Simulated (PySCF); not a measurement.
**Excitation energy of Re²⁺ by level of theory**

Re²⁺ [Xe] 4f14 5d5 (6S) → Re²⁺ [Xe] 4f14 5d4 6p1 (high-spin determinant), as a difference of total energies. All numbers are calculated (PySCF 2.14, scalar relativity through the core potential, in aug-cc-pwCVTZ-PP with ECP60MDF). Correlated levels: valence: 5s2 5p6 frozen; valence and next inner shell: nothing frozen outside the core potential. The calculations carry no spin-orbit coupling.

| method | excitation energy (cm⁻¹) |
| --- | --- |
| UHF | 77198 |
| LDA | 75345 |
| PBE | 75369 |
| PBE0 | 77069 |
| r2SCAN | 76951 |
| BLYP | 73905 |
| B2PLYP | 76962 |
| r2SCAN0 | 78166 |
| MP2 (valence) | 78938 |
| SCS-MP2 (valence) | 77778 |
| MP2 (valence and next inner shell) | 78887 |
| SCS-MP2 (valence and next inner shell) | 78253 |

The determinant of the upper state mixes LS terms, which raises its energy above the lowest term, most at the Hartree-Fock and MP2 levels.
